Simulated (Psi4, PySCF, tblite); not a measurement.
Intermolecular potential of BF3 ··· Br2 (SMILES FB(F)F and BrBr). Monomers: optimised at B3LYP-D3(BJ) (def2-TZVP), held rigid. Orientation: lowest of the rigid-body minima from ten starts at GFN2-xTB. R is the distance of the centres of mass, along which the second monomer moves.

Levels: GFN2-xTB (tblite); RHF/3-21G = restricted Hartree-Fock/3-21G, no counterpoise correction (PySCF 2.14.0); RHF/6-31G* = restricted Hartree-Fock/6-31G*, spherical d, no counterpoise correction (PySCF); SAPT0/jun-cc-pVDZ, frozen core (Psi4).

Interaction energies in kcal/mol; the last columns give the difference from SAPT0:

```csv
R / Å,GFN2-xTB,RHF/3-21G,RHF/6-31G*,SAPT0/jun-cc-pVDZ,GFN2-xTB − SAPT0/jun-cc-pVDZ,RHF/3-21G − SAPT0/jun-cc-pVDZ,RHF/6-31G* − SAPT0/jun-cc-pVDZ
3.30,-0.07,3.51,5.40,4.06,-4.13,-0.54,1.34
3.47,-1.09,1.47,2.84,2.00,-3.09,-0.53,0.85
3.68,-1.65,0.30,1.15,0.68,-2.34,-0.39,0.47
3.86,-1.77,-0.10,0.45,0.15,-1.92,-0.25,0.29
4.10,-1.65,-0.24,0.05,-0.14,-1.51,-0.10,0.20
4.24,-1.53,-0.24,-0.03,-0.20,-1.32,-0.03,0.18
4.56,-1.22,-0.16,-0.04,-0.21,-1.01,0.05,0.17
4.85,-0.96,-0.08,-0.01,-0.16,-0.80,0.08,0.15
5.38,-0.61,-0.01,0.03,-0.08,-0.52,0.08,0.11
6.03,-0.34,0.01,0.03,-0.03,-0.31,0.04,0.06
7.04,-0.14,0.01,0.02,0.00,-0.14,0.01,0.02
8.37,-0.05,0.01,0.01,0.00,-0.06,0.00,0.01
```

GFN2-xTB is furthest from SAPT0/jun-cc-pVDZ at 3.30 (-4.13 kcal/mol, below); its mean absolute difference over the points is 1.43 kcal/mol.

RHF/3-21G is furthest from SAPT0/jun-cc-pVDZ at 3.30 (-0.54 kcal/mol, below); its mean absolute difference over the points is 0.18 kcal/mol.

RHF/6-31G* is furthest from SAPT0/jun-cc-pVDZ at 3.30 (1.34 kcal/mol, above); its mean absolute difference over the points is 0.32 kcal/mol.
